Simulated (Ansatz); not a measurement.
CH₈OSi₂ (`OC([SiH3])[SiH3]`), relaxed with RKS PBE-D4/def2-SVP in Ansatz from a rough embedded geometry. The force threshold is 0.03 eV/Å; the program also tests the step.

Total charge 0; spin multiplicity 1.

Start:

```xyz
12

O     1.274   -1.200   -0.766
C     0.529   -0.418    0.170
Si   -1.270   -0.915    0.358
Si    0.400    1.434   -0.300
H     2.245   -0.869   -0.703
H     1.001   -0.536    1.150
H    -2.037   -0.751   -0.977
H    -1.958   -0.124    1.345
H    -1.398   -2.388    0.729
H     1.776    1.938   -0.354
H    -0.264    2.157    0.882
H    -0.298    1.670   -1.534
```

Task: By how much does the energy fall, and how many steps does the optimiser take? (Best estimate.)

Result: The calculation gave: 35.68 kJ/mol, in 7 steps, 1 of them rejected.

Task: Which bonds change most? (Best estimate.)

Result: Ansatz gave: Si4–H12 from 1.437 to 1.503 Å; Si3–H8 from 1.440 to 1.506 Å; O1–H5 from 1.029 to 0.976 Å; Si3–H7 from 1.548 to 1.503 Å.

Task: Give the relaxed structure. (Estimate.)

Result: Ansatz gave: 
```xyz
12

O     1.154   -1.132   -0.747
C     0.454   -0.348    0.235
Si   -1.319   -1.050    0.326
Si    0.498    1.505   -0.238
H     2.078   -0.818   -0.777
H     0.885   -0.464    1.263
H    -2.006   -0.900   -1.003
H    -2.086   -0.284    1.372
H    -1.278   -2.505    0.703
H     1.943    1.881   -0.458
H    -0.075    2.381    0.846
H    -0.248    1.735   -1.522
```
